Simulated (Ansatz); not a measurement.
Computed with Ansatz on PBE0-D4/def2-TZVP structures; ΔE is electronic, products minus reactants. CCSD(T)/CBS adds triple-zeta CCSD(T) − MP2 to the extrapolated MP2 energy (def2 sets, frozen cores). Functionals use def2-TZVPP. For Br outer-core shells are correlated without core-valence functions, which leaves a few kJ/mol of doubt a bond. Scalar relativity is left out up to krypton. One conformer a species, not always the lowest.

Consider the cleavage of the B–Si bond: `O[SiH2]B(F)Cl` + HBr → `FB(Cl)Br` + `O[SiH3]`.

`O[SiH2]B(F)Cl`:

Cartesian coordinates in Å:
```
O -0.454 0.897 1.493
Si 0.158 0.828 -0.035
B 0.227 -1.099 -0.679
F 0.838 -1.473 -1.781
Cl -0.588 -2.358 0.248
H -1.024 0.176 1.764
H -0.673 1.602 -1.000
H 1.516 1.428 -0.009
```

HBr:

Cartesian coordinates in Å:
```
Br 0.648 -0.027 0.290
H -0.648 0.027 -0.290
```

`FB(Cl)Br`:

```xyz
4

F     0.976   -1.039    0.025
B     0.086   -0.080    0.036
Cl   -0.247    0.759    1.520
Br   -0.815    0.361   -1.581
```

`O[SiH3]`:

Z-matrix (Å, degrees):
```
Si
O 1 1.648
H 1 1.489 2 111.7
H 1 1.489 2 111.7 3 120.9
H 1 1.481 2 105.9 3 -119.6
H 2 0.957 1 117.9 3 -60.5
```

CCSD(T)/CBS gives -87.5 kJ/mol.

Another level gave -87.4 kJ/mol. Which?
A. MP2/def2-TZVPP
B. revPBE-D4/def2-TZVPP
C. r2SCAN-D4/def2-TZVPP
D. HF/def2-TZVPP

C. r2SCAN-D4 -87.4, MP2/def2-TZVPP -98.7, revPBE-D4 -79.9, HF/def2-TZVPP -94.0 kJ/mol.

What do rigid-rotor, harmonic-oscillator terms from PBE0-D4/def2-TZVP frequencies (298.15 K, 1 bar) make of the CCSD(T)/CBS value? (Estimate.)

Computed: ΔZPE = +5.1 kJ/mol, ΔH = -85.8 kJ/mol, ΔS = 6 J/(mol·K), ΔG = -87.6 kJ/mol. Modes under 50 cm⁻¹ make the entropy rough.

Largest T1 diagnostic among the species: 0.013.

From PBE to PBE0 (25 % exact exchange), in def2-TZVPP and without D4, ΔE moves by −3.5 kJ/mol. Leaving LDA and LC-ωPBE aside and taking each functional with its dispersion term where it has one, the values, not all of them listed here, spread over 12.0 kJ/mol, from PBE-QIDH to PBE-D4. At CCSD(T), def2-SVP lies −6.1 kJ/mol from the extrapolated value and def2-TZVPP −0.4 kJ/mol.
